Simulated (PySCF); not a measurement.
Species: C₄H₁₂Ge₂.
Numbering: `[GeH3:1][CH:2]([GeH3:3])[CH:4]1[CH2:5][CH2:6]1` (hydrogens: H7, H8, H9 on Ge1; H10 on C2; H11, H12, H13 on Ge3; H14 on C4; H15, H16 on C5; H17, H18 on C6)

A GFN2-xTB structure was refined with PySCF, PBE0-D3(BJ)/def2-SVP geometry optimisation, gas phase. Its GFN2-xTB values:

```json
{"coordinate": "Ge1–C2", "GFN2-xTB": "1.948 Å"}
{"coordinate": "Ge1–H7", "GFN2-xTB": "1.505 Å"}
{"coordinate": "Ge1–H9", "GFN2-xTB": "1.495 Å"}
{"coordinate": "C2–C4", "GFN2-xTB": "1.538 Å"}
{"coordinate": "C2–H10", "GFN2-xTB": "1.082 Å"}
{"coordinate": "C4–C5", "GFN2-xTB": "1.483 Å"}
{"coordinate": "C4–H14", "GFN2-xTB": "1.104 Å"}
{"coordinate": "C5–C6", "GFN2-xTB": "1.508 Å"}
{"coordinate": "C5–H15", "GFN2-xTB": "1.077 Å"}
{"coordinate": "C5–H16", "GFN2-xTB": "1.088 Å"}
{"coordinate": "Ge1–C2–Ge3", "GFN2-xTB": "111.0°"}
{"coordinate": "Ge1–C2–C4", "GFN2-xTB": "109.8°"}
{"coordinate": "C2–C4–C5", "GFN2-xTB": "118.8°"}
{"coordinate": "C4–C5–C6", "GFN2-xTB": "58.6°"}
{"coordinate": "C5–C4–C6", "GFN2-xTB": "61.5°"}
{"coordinate": "C2–C4–C6–C5", "GFN2-xTB": "-109°"}
```

Q: How do these coordinates change at the PBE0-D3(BJ)/def2-SVP level?

A: 
| coordinate | PBE0-D3(BJ)/def2-SVP (Å or °) | change |
| --- | --- | --- |
| Ge1–H9 | 1.542 | +0.047 |
| Ge1–H7 | 1.542 | +0.037 |
| C2–C4 | 1.513 | -0.025 |
| C2–H10 | 1.104 | +0.022 |
| C4–C5 | 1.503 | +0.020 |
| Ge1–C2 | 1.967 | +0.019 |
| C5–H15 | 1.094 | +0.017 |
| C4–H14 | 1.097 | -0.007 |
| C5–C6 | 1.501 | -0.007 |
| C5–H16 | 1.093 | +0.005 |
| C2–C4–C5 | 120.8 | +2.0 |
| C5–C4–C6 | 59.9 | -1.6 |
| C4–C5–C6 | 60.0 | +1.4 |
| Ge1–C2–C4 | 111.2 | +1.4 |
| Ge1–C2–Ge3 | 112.2 | +1.2 |
| C2–C4–C6–C5 | -110 | -1 |

The energy falls by 0.190 eV over 5 energy and gradient evaluations, the largest force component goes from 0.0427 to 4.1e-04 Eh/bohr, and the atoms move by 0.046 Å rms after alignment. The bond that changes most is Ge1–H9 (ends: germanium bonded to C and 3 H; Ge–H hydrogen), which lengthens by 0.047 Å. Bonds longer at the end by more than 0.005 Å: 14 of 18; shorter: 4. Rotational constants go from 1379, 1114, 642.9 to 1370, 1101, 637.1 MHz.

The run used 180 basis functions and 31 SCF cycles in all. On Arm Neoverse V1, one thread, shared host with 32 logical CPUs at a one-minute load of 16, this took 1.7 min of wall time and 0.82 GiB of memory at its peak.

No PBE0-D3(BJ)/def2-SVP frequencies stand behind this structure, so it isn't proved a minimum. The numbers are those of one conformer.

The values belong to the conformer `[GeH3:1][CH:2]([GeH3:3])[CH:4]1[CH2:5][CH2:6]1`: Ge1–C2–C4–C5 -154°.
